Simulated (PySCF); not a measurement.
A structure optimised at B3LYP-D3(BJ)/def2-TZVP, used in a PySCF frequency run:

```
Si
H 1 1.4758
H 1 1.4758 2 110.45
H 1 1.4758 2 110.45 3 122.47
Cl 1 2.0663 2 108.48 3 -118.77
```

Write its SMILES, formula and point group.

[SiH3]Cl, ClH3Si, C3v

What are its rotational constants (standard atomic weights)?

85.301, 6.5251, 6.5251 GHz
